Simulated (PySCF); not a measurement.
## What builds the second ionisation energy along the 5d series

Calculated with PySCF 2.14 from differences of total energies of unrestricted determinants, without spin-orbit coupling. Each column adds one step, in eV (sums use unrounded values): valence MP2, valence CCSD, valence triples, then the next inner shell at CCSD(T) (Ir 5s 5p, Pt 5s 5p, Au 5s 5p, Hg 5s 5p). References (NIST) marked * lie between the lowest fine-structure levels; the others compare directly ((s) semi-empirical, (t) theoretical).

```json
{"element": "Ir [Xe] 4f14 5d7 6s1 → [Xe] 4f14 5d7 (ANO-RCC-VTZP, spin-free X2C)", "UHF": "16.345", "+ MP2": "0.995", "+ CCSD": "-0.089", "+ (T)": "0.042", "+ inner shell": "0.185", "sum": "17.478", "reference": "17 ± 0.3 (s) *"}
{"element": "Pt [Xe] 4f14 5d9 → [Xe] 4f14 5d8 (ANO-RCC-VTZP, spin-free X2C)", "UHF": "16.916", "+ MP2": "1.777", "+ CCSD": "-0.220", "+ (T)": "0.125", "+ inner shell": "0.059", "sum": "18.656", "reference": "18.56 ± 0.12 *"}
{"element": "Au [Xe] 4f14 5d10 → [Xe] 4f14 5d9 (ANO-RCC-VTZP, spin-free X2C)", "UHF": "18.923", "+ MP2": "1.899", "+ CCSD": "-0.346", "+ (T)": "0.109", "+ inner shell": "-0.018", "sum": "20.567", "reference": "20.203 ± 0.025 *"}
{"element": "Hg [Xe] 4f14 5d10 6s1 → [Xe] 4f14 5d10 (ANO-RCC-VTZP, spin-free X2C)", "UHF": "17.135", "+ MP2": "1.511", "+ CCSD": "-0.234", "+ (T)": "0.086", "+ inner shell": "0.105", "sum": "18.603", "reference": "18.757"}
```

What remains against the references is mostly basis incompleteness and, for starred values, spin-orbit coupling.

These are valence bases, so the inner-shell step is incomplete.
